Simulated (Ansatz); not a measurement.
A nudged elastic band was laid between two geometries of CH5ClSSi2 (10 atoms, charge 0, multiplicity 1).

The calculation used Ansatz 0.2.0, RKS PBE-D4/STO-3G.

| Quantity | Value |
| --- | --- |
| movable images | 7 |
| climbing image | yes |
| spring | 5.0 eV/Å² |
| optimiser | quadratic models (default) |
| start path | IDPP |
| force threshold | 0.05 eV/Å |
| iteration limit | 60 |
| end points | relaxed |

Initial state:

```xyz
10
Properties=species:S:1:pos:R:3
Cl -2.428 -0.349 1.436
Si -1.035 0.976 0.535
C -0.013 0.048 -0.723
Si 1.340 -1.134 -0.230
S 1.685 0.741 -1.117
H -0.194 1.491 1.610
H -1.818 2.058 -0.054
H -0.593 -0.227 -1.623
H 1.617 -1.312 1.188
H 1.523 -2.344 -1.019
```

Final state:

```xyz
10
Properties=species:S:1:pos:R:3
Cl -0.754 0.371 2.447
Si -0.816 1.219 0.508
C 0.288 0.232 -0.638
Si 0.729 -1.561 -0.382
S 2.099 0.024 -0.222
H -0.388 2.607 0.652
H -2.211 1.180 0.074
H 0.117 0.536 -1.689
H 0.248 -2.239 0.813
H 0.771 -2.419 -1.559
```

(1) What changes between the two ends?

(2) What energy profile does the band end with?

(3) What is the geometry of the highest image?

The band took 4 iterations and about 80 core-seconds.

## Answers

(1) No bond is made or broken. The dihedral Cl1–Si2–C3–Si4 goes from -75 to 25°.

(2) The run converged. The highest image is number 5 of 0 to 8, 0.043 eV above the first end and 0.011 eV above the last; the last end lies 0.033 eV above the first. A vibrational analysis at the climbing image gives no mode beyond 40i cm⁻¹: the surface is too flat there to confirm a saddle point. Limits of this set-up: minimal basis.

```tsv
image	path coordinate (Å)	energy (eV)	dihedral Cl1–Si2–C3–Si4 (°)
0	0.00	0.000	-75
1	0.47	0.005	-62
2	0.93	0.016	-50
3	1.40	0.029	-37
4	1.87	0.039	-24
5	2.33	0.043	-12
6	2.80	0.041	1
7	3.26	0.036	13
8	3.72	0.033	25
```

(3) 
```xyz
10
Properties=species:S:1:pos:R:3
Cl -1.474 -0.042 2.163
Si -0.895 1.165 0.517
C 0.186 0.202 -0.674
Si 0.956 -1.460 -0.323
S 2.049 0.322 -0.520
H -0.199 2.309 1.095
H -2.131 1.603 -0.125
H -0.168 0.341 -1.713
H 0.772 -2.060 0.991
H 0.986 -2.431 -1.409
```

The run took 80 s on 1 thread of Arm Neoverse V2, on a shared host, peak memory 0.1 GiB.
